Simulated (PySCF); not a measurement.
## NaI: frontier orbitals

RHF at R = 2.742 Å; PySCF, scalar-relativistic core potentials, basis sets Na aug-cc-pVDZ, I aug-cc-pVDZ-PP with ECP28. State: ¹Σ⁺ (singlet), closed shell. Only the outer orbitals are listed, counted within each symmetry, core potentials removing the inner ones.

```csv
orbital,occ.,ε (eV),on Na (%),main shells (%)
6σ,2,-42.61,100,100 Na p
3π,2,-42.61,100,100 Na p
3π,2,-42.61,100,100 Na p
7σ,2,-21.54,1,99 I s
8σ,2,-8.79,8,91 I p
4π,2,-8.21,2,98 I p
4π,2,-8.21,2,98 I p
9σ,0,-0.64,101,"71 Na s, 30 Na p"
5π,0,0.26,104,103 Na p
5π,0,0.26,104,103 Na p
```

**Question.** Which are the highest filled and the lowest empty level, where do they sit, and how wide is the gap?

**Answer.** Highest filled 4π at -8.21 eV (in %: 98 I p); lowest empty 9σ at -0.64 eV (in %: 71 Na s, 30 Na p); the gap at RHF is 7.57 eV.

```json
{"bond order (Mayer)": "0.51", "⟨S²⟩": "0.000", "charge on Na (Mulliken, basis-dependent)": "0.72", "charge on Na (Löwdin, basis-dependent)": "0.43", "dipole moment (positive dipole means Na(−)I(+))": "-9.78 D", "polarisability along the bond": "58.8 bohr³", "polarisability across the bond": "48.6 bohr³"}
```

Shares are Mulliken populations and can fall outside 0 to 100 %.

Spin–orbit coupling is left out.
